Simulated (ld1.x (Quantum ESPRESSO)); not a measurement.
# Scattering properties, TM potential for Au

```json
{"Element": "Au", "Generator": "ld1.x (Quantum ESPRESSO) 7.5", "Type": "norm-conserving Troullier–Martins (Kleinman–Bylander form)", "Functional": "PBE", "Relativity": "scalar-relativistic", "Frozen core": "[Xe] 4f14", "Valence charge": "11", "Reference configuration": "5d10 6s1 6p0", "Partial waves": "6p (bound, empty): rc 3.15 bohr; 5d (bound): rc 1.60 bohr; 6s (bound): rc 1.70 bohr", "Local potential": "the s channel", "Core correction": "Bessel-smoothed model core inside 0.75 bohr"}
```

The phase is arctan(r·u′/u) with u = r·R(r), unwrapped; energies in Ry, scanned from -3 to 5 Ry. A pole is an energy at which the radial function vanishes at the test radius. The pseudo phase is shifted by a multiple of π to meet the all-electron one at the reference energy, and phase errors are pseudo minus all-electron; the curves can meet again beyond the range given. Levels narrower than the energy grid can be missing from the lists of poles.

Q: For each channel, where are the poles, and over which energies does the pseudopotential scatter like the atom?

A:

```json
{"channel": "s", "radius (bohr)": "3.40", "reference energy (Ry)": "-0.42", "poles, all-electron": "0.16, 4.84", "poles, pseudo": "0.15, 1.96", "unbroken range about the reference energy with phases within 0.05 rad": "below 0.9", "phase error 1 Ry above the reference energy (rad)": "-0.018"}
{"channel": "p", "radius (bohr)": "3.40", "reference energy (Ry)": "-0.06", "poles, all-electron": "1.20", "poles, pseudo": "1.17", "unbroken range about the reference energy with phases within 0.05 rad": "below 2.4", "phase error 1 Ry above the reference energy (rad)": "-0.005"}
{"channel": "d", "radius (bohr)": "3.40", "reference energy (Ry)": "-0.51", "poles, all-electron": "-0.42, 3.01", "poles, pseudo": "-0.42, 3.20", "unbroken range about the reference energy with phases within 0.05 rad": "below 0.9", "phase error 1 Ry above the reference energy (rad)": "+0.010"}
```

Phases in the p channel:

```json
{"E (Ry)": "-3.00", "all-electron": "1.393", "pseudo": "1.392"}
{"E (Ry)": "-2.52", "all-electron": "1.374", "pseudo": "1.374"}
{"E (Ry)": "-2.04", "all-electron": "1.349", "pseudo": "1.348"}
{"E (Ry)": "-1.56", "all-electron": "1.310", "pseudo": "1.309"}
{"E (Ry)": "-1.08", "all-electron": "1.242", "pseudo": "1.241"}
{"E (Ry)": "-0.60", "all-electron": "1.086", "pseudo": "1.085"}
{"E (Ry)": "-0.12", "all-electron": "0.404", "pseudo": "0.404"}
{"E (Ry)": "0.36", "all-electron": "-1.141", "pseudo": "-1.143"}
{"E (Ry)": "0.84", "all-electron": "-1.474", "pseudo": "-1.479"}
{"E (Ry)": "1.32", "all-electron": "-1.595", "pseudo": "-1.603"}
{"E (Ry)": "1.80", "all-electron": "-1.678", "pseudo": "-1.694"}
{"E (Ry)": "2.28", "all-electron": "-1.771", "pseudo": "-1.810"}
{"E (Ry)": "2.76", "all-electron": "-1.942", "pseudo": "-2.084"}
{"E (Ry)": "3.24", "all-electron": "-2.570", "pseudo": "-3.431"}
{"E (Ry)": "3.72", "all-electron": "-4.069", "pseudo": "-4.347"}
{"E (Ry)": "4.20", "all-electron": "-4.449", "pseudo": "-4.539"}
{"E (Ry)": "4.68", "all-electron": "-4.571", "pseudo": "-4.619"}
```
